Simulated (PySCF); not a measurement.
NMR data simulated for an unnamed compound:

¹H NMR (300 MHz, computed): δ 7.80 (m, 1H), 7.71 (m, 1H), 7.38 (m, 1H), 7.32 (m, 1H), 4.57 (s, 3H).

¹³C{¹H} NMR (computed): δ 177.4 (C), 142.8 (CH), 138.2 (CH), 128.8 (CH), 123.3 (C), 120.0 (CH).

[PySCF 2.14: structure optimised with GFN2-xTB; GIAO PBE0/pcSseg-1 shieldings; a single conformation; relativity neglected; one averaged value for each set of equivalent atoms; in vacuum]

Referencing at the same level of theory: TMS for ¹H (31.72 ppm) and ¹³C (186.93 ppm).

Which of these does the molecule contain: a benzene ring, a CF3 group, an ester, a Si–H bond, a CH3CH2 unit?

Results:


- A benzene ring: yes.
- A CF3 group: no.
- An ester: no.
- A Si–H bond: yes (δH 4.57 (s)).
- A CH3CH2 unit: no.

The data belong to `Fc1ccccc1[SiH3]`, C₆H₇FSi; they needn't prove each group on their own.

Carbon signals by region: 1 in the far downfield region (above 160 ppm), 5 in the sp2 and nitrile region (100–160 ppm). Above 160 ppm: 177.4, aromatic carbon bearing fluorine.

Splittings by ¹⁹F in the carbon and heteronuclear signals aren't shown, as no couplings were computed. Shifts are as computed. Against solution values, carbons near 30 ppm lie about +3 ppm off and those near 130 ppm about +5 ppm. Of 1211 compounds with measured shifts, 218 miss one by over three times the rms of a fit or turn the order of signals round; such compounds aren't used in these exercises. Multiplicities follow the n + 1 count of equivalent neighbours, as no J values were calculated; m marks all less simple cases, F and P coupling included.
